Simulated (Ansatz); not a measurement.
Species: C₂H₆OSi, SMILES `C=CO[SiH3]` (C–C–O–Si torsion 0°) (charge 0, multiplicity 1).

Give a relaxed geometry from B3LYP-D3(BJ)/def2-TZVP in Ansatz (a first-principles code).

One answer among several that fit: the end point of this relaxation, one of several conformers (outside a Z-matrix the atoms follow the SMILES, hydrogens last).
Z-matrix (Å, degrees):
```
O
C 1 1.3590
C 2 1.3280 1 126.60
H 3 1.0797 2 119.54 1 -179.99
H 3 1.0823 4 117.57 2 -179.99
H 2 1.0839 3 121.99 4 0.00
Si 1 1.6622 2 127.07 6 -179.99
H 7 1.4741 1 105.02 2 180.00
H 7 1.4807 8 110.82 1 119.41
H 7 1.4807 8 110.82 9 121.18
```
